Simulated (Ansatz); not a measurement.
Wavefunction ladder for C3H8BN, SMILES `BN(C)C=C`

```json
{"atom": "B1", "x (Å)": "1.2767", "y (Å)": "1.3937", "z (Å)": "-0.1526"}
{"atom": "N2", "x (Å)": "0.2861", "y (Å)": "0.4187", "z (Å)": "0.0039"}
{"atom": "C3", "x (Å)": "-0.9443", "y (Å)": "0.6747", "z (Å)": "0.7245"}
{"atom": "C4", "x (Å)": "0.4383", "y (Å)": "-0.8596", "z (Å)": "-0.5322"}
{"atom": "C5", "x (Å)": "-0.4335", "y (Å)": "-1.8611", "z (Å)": "-0.4459"}
{"atom": "H6", "x (Å)": "2.2664", "y (Å)": "1.1100", "z (Å)": "-0.7598"}
{"atom": "H7", "x (Å)": "1.1038", "y (Å)": "2.4759", "z (Å)": "0.3236"}
{"atom": "H8", "x (Å)": "-1.0434", "y (Å)": "-0.0061", "z (Å)": "1.5752"}
{"atom": "H9", "x (Å)": "-1.8114", "y (Å)": "0.5316", "z (Å)": "0.0727"}
{"atom": "H10", "x (Å)": "-0.9368", "y (Å)": "1.6997", "z (Å)": "1.0874"}
{"atom": "H11", "x (Å)": "1.3777", "y (Å)": "-0.9876", "z (Å)": "-1.0581"}
{"atom": "H12", "x (Å)": "-1.3820", "y (Å)": "-1.7797", "z (Å)": "0.0679"}
{"atom": "H13", "x (Å)": "-0.1975", "y (Å)": "-2.8103", "z (Å)": "-0.9066"}
```

Total charge 0; spin multiplicity 1. Geometry: relaxed with PBE0-D4/def2-TZVP. It is one conformer, not always the lowest. Frozen core, restricted reference, the Gaussian-basis code of Ansatz. CBS rows extrapolate triple and quadruple zeta; past MP2 they add the triple-zeta difference.

```
     basis     HF (Eh)  MP2 corr.
  def2-SVP  -197.25398   -0.66625
def2-TZVPP  -197.47285   -0.81504
def2-QZVPP  -197.48230   -0.86753
```

(1) Estimate the CCSD correlation energy and the (T) correction in each basis where they were run (hartree).

Results:

(1) 
```csv
basis,CCSD corr.,(T)
def2-SVP,-0.72375,-0.02424
def2-TZVPP,-0.86032,-0.03692
CBS(def2),-0.95170,as TZ
```
